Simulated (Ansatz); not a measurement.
Cost and result for the atomization energy of `[CH3][AlH][NH][SiH2]Cl` (12 atoms, 11 bonds).

```xyz
12

C    -1.7016    1.6971    0.7797
Al   -0.7366    0.4822   -0.3936
N     0.5573   -0.5612    0.2835
Si    1.5814   -1.6509   -0.5378
Cl    3.4757   -0.8776   -0.8453
H    -1.5790    2.7340    0.4496
H    -1.3737    1.6392    1.8205
H    -2.7767    1.4911    0.7562
H    -1.0132    0.3177   -1.9430
H     0.7638   -0.4522    1.2688
H     1.7973   -2.8973    0.2341
H     1.0054   -1.9222   -1.8726
```

Charge 0, multiplicity 1. The geometry is a stationary point of PBE0-D4/def2-TZVP. It is one conformer, not always the lowest. Program: Ansatz. All runs use 4 threads of an Arm Neoverse V1 on a shared host. Times are those of one run each, without the atoms' runs, and a repeat can differ threefold. Electronic energies, without spin–orbit coupling; frozen cores. CCSD(T)/CBS adds CCSD(T) − MP2 in def2-TZVPP to the MP2 limit, and its time is that of the two runs behind it. T1 = 0.010. B3LYP takes the VWN-RPA correlation (the form of Gaussian; ORCA's B3LYP/G).

CCSD(T)/CBS is a level of theory with its own doubt, some kJ/mol a heavy atom from the limit and from the frozen cores, so smaller differences don't rank the functionals.

| level | functions | wall time | atomization (kJ/mol) | difference from CCSD(T)/CBS | per bond |
| --- | --- | --- | --- | --- | --- |
| PBE-D4/def2-TZVPP (with forces) | 286 | 3.6 s | 4067.0 | 0.9 | 0.1 |
| PBE0-D4/def2-TZVPP | 286 | 5.5 s | 4030.8 | -35.3 | -3.2 |
| r2SCAN-D4/def2-TZVPP (with forces) | 286 | 7.5 s | 4059.4 | -6.7 | -0.6 |
| B3LYP-D4/def2-TZVPP (with forces) | 286 | 8 s | 4051.8 | -14.3 | -1.3 |
| B2PLYP/def2-TZVPP | 286 | 8 s | 4007.5 | -58.6 | -5.3 |
| ωB97X-V/def2-TZVPP | 286 | 12 s | 4081.1 | 15.0 | 1.4 |
| ωB97M-V/def2-TZVPP (with forces) | 286 | 18 s | 4077.0 | 10.9 | 1.0 |
| MP2/def2-QZVPP | 534 | 32 s | 4060.1 | -6.0 | -0.6 |
| CCSD(T)/def2-TZVPP | 286 | 4.2 min | 3950.8 | -115.3 | -10.5 |
| CCSD(T)/CBS(def2) | – | 4.8 min | 4066.1 | 0.0 | 0.0 |

The D4 term adds +43.1 kJ/mol with B3LYP and +22.8 kJ/mol with PBE0; it sums over pairs of atoms, weighted by their polarisabilities, and B3LYP, whose exchange is more repulsive, gets the larger term. In def2-TZVPP, CCSD(T) changes the Hartree–Fock value by +930.1 kJ/mol (the triples alone add +49.6 kJ/mol) and MP2 by +970.1 kJ/mol; breaking electron pairs costs correlation energy, which Hartree–Fock lacks. From PBE to PBE0 (25 % exact exchange), in def2-TZVPP and without D4, the atomization energy moves by −32.3 kJ/mol: exact exchange takes away binding that semilocal exchange gives to molecules.
